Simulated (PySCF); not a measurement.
Stepwise substitution at one centre (Si OH-NH2). All species are isolated molecules in the gas phase. One relaxed conformer stands for each flexible species; it need not be the lowest. Strings in code marks are SMILES.

The numbers are results of B3LYP-D3(BJ)/def2-TZVP (PySCF), not measurements. B3LYP has the VWN-RPA correlation part, as in Gaussian. Excitations are Tamm–Dancoff values on a coarser integration grid. The basis has no diffuse functions, so Rydberg states are missing or too high.

```json
[
 {"species": "0 of 4 OH replaced by NH2 (`O[Si](O)(O)O`)", "HOMO (eV)": "-8.81", "S1 excitation (TDA) (eV)": "7.77", "S1–T1 gap (TDA) (eV)": "0.31", "S1 oscillator strength": "…"},
 {"species": "1 of 4 OH replaced by NH2", "HOMO (eV)": "-7.30", "S1 excitation (TDA) (eV)": "6.49", "S1–T1 gap (TDA) (eV)": "0.32", "S1 oscillator strength": "0.026"},
 {"species": "2 of 4 OH replaced by NH2 (`O[Si](O)(N)N`)", "HOMO (eV)": "-7.09", "S1 excitation (TDA) (eV)": "…", "S1–T1 gap (TDA) (eV)": "0.30", "S1 oscillator strength": "…"},
 {"species": "3 of 4 OH replaced by NH2 (`[Si](O)(N)(N)N`)", "HOMO (eV)": "-6.82", "S1 excitation (TDA) (eV)": "6.23", "S1–T1 gap (TDA) (eV)": "0.28", "S1 oscillator strength": "0.016"},
 {"species": "4 of 4 OH replaced by NH2 (`N[Si](N)(N)N`)", "HOMO (eV)": "…", "S1 excitation (TDA) (eV)": "5.95", "S1–T1 gap (TDA) (eV)": "…", "S1 oscillator strength": "0.000"}
]
```

Question: Some entries are withheld; supply them.

Answer: 
- 0 of 4 OH replaced by NH2 (`O[Si](O)(O)O`), S1 oscillator strength: 0.007
- 2 of 4 OH replaced by NH2 (`O[Si](O)(N)N`), S1 excitation (TDA) (eV): 6.41
- 2 of 4 OH replaced by NH2 (`O[Si](O)(N)N`), S1 oscillator strength: 0.018
- 4 of 4 OH replaced by NH2 (`N[Si](N)(N)N`), HOMO (eV): -6.42
- 4 of 4 OH replaced by NH2 (`N[Si](N)(N)N`), S1–T1 gap (TDA) (eV): 0.24
